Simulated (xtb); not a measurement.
In(F)(Cl)(OMe) (CH₃ClFInO), SMILES C[O][In]([F])[Cl]. All values are semi-empirical tight-binding results from xtb (GFN2-xTB unless named), good for trends rather than for accurate numbers. The structure is a stationary point at GFN2-xTB. The structure was generated by enumeration; whether it is a known compound was not checked. The values are those of a single conformer.

For metal compounds this method's bond lengths and energies can be far off.

Computed properties:
```yaml
point_group_as_xtb_finds_it: Cs
orbital_gap: 2.32 eV
zero_point_energy: 25.6 kcal/mol
G − E(el) at 298.15 K (modified RRHO): 3.2 kcal/mol
```
